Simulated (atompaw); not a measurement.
## An all-electron radial function and its pseudo partner (Sb (Z = 51))

Columns: radius, all-electron u(r) and pseudo u(r) of the 4d shell (level -33.86 eV) of antimony in the configuration [Kr] 4d10 5s1.75 5p3.25; PBE, scalar-relativistic, PAW (atompaw) scheme, atompaw 4.2.0.5.

```
r (bohr)  all-electron  pseudo
   0.081       -0.2325  0.0020
   0.162       -0.5420  0.0157
   0.242       -0.5146  0.0500
   0.323       -0.2358  0.1116
   0.404        0.1277  0.2011
   0.485        0.4671  0.3146
   0.565        0.7314  0.4417
   0.646        0.9162  0.5742
   0.727        1.0242  0.6979
   0.808        1.0702  0.8011
   0.888        1.0702  0.8739
   0.969        1.0385  0.9132
   1.050        0.9861  0.9177
   1.131        0.9216  0.8915
   1.212        0.8511  0.8418
   1.292        0.7798  0.7787
   1.373        0.7087  0.7091
   1.454        0.6406  0.6407
   1.535        0.5765  0.5765
   1.615        0.5176  0.5176
   1.696        0.4630  0.4630
   1.777        0.4131  0.4131
   1.858        0.3680  0.3680
   1.938        0.3277  0.3277
   2.019        0.2911  0.2911
   2.100        0.2582  0.2582
```

Task: How many radial nodes do the two functions have?

Result: The all-electron 4d function has n − l − 1 = 1; the pseudo-wave has 0, since the states of the same l below it are removed with the core.

Task: At about which radius was the pseudo-wave matched?

Result: 1.50 bohr. The columns agree to 0.0005 from 1.37 bohr on; several derivatives are matched, so the curves merge somewhat inside the radius.

Task: Is the pseudo-wave norm-conserving?

Result: No, it belongs to a PAW set: the norm inside the radius is not constrained, and the difference is carried by the augmentation charge.
